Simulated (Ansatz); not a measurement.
Reaction (ligand exchange at a Ga–Cl bond): `[NH2][Ga]([NH2])[Cl]` + NH₃ → `[NH2][Ga]([NH2])[NH2]` + HCl

Program: Ansatz. Geometries: PBE0-D4/def2-TZVP. ΔE: electronic, gas phase. CCSD(T)/CBS adds triple-zeta CCSD(T) − MP2 to the extrapolated MP2 energy (def2 sets, frozen cores). This one scheme is used for every species. For Ga outer-core shells are correlated without core-valence functions, which leaves a few kJ/mol of doubt a bond. Scalar relativity is left out up to krypton. One conformer a species, not always the lowest.

```tsv
species	HF/CBS(def2) energy (Eh)
`[NH2][Ga]([NH2])[Cl]`	-2494.21845
NH₃	-56.22485
`[NH2][Ga]([NH2])[NH2]`	-2090.28777
HCl	-460.11403
```

Question: Work out ΔE.

Answer: ΔE = (-2090.28777) + (-460.11403) − (-2494.21845) − (-56.22485) = 0.04150 Eh = +1.13 eV. CCSD(T)/CBS gives +0.96 eV.

Largest T1 diagnostic among the species: 0.012.

At CCSD(T), def2-SVP lies +0.07 eV from the extrapolated value and def2-TZVPP +0.01 eV. From PBE to PBE0 (25 % exact exchange), in def2-TZVPP and without D4, ΔE moves by +0.03 eV.
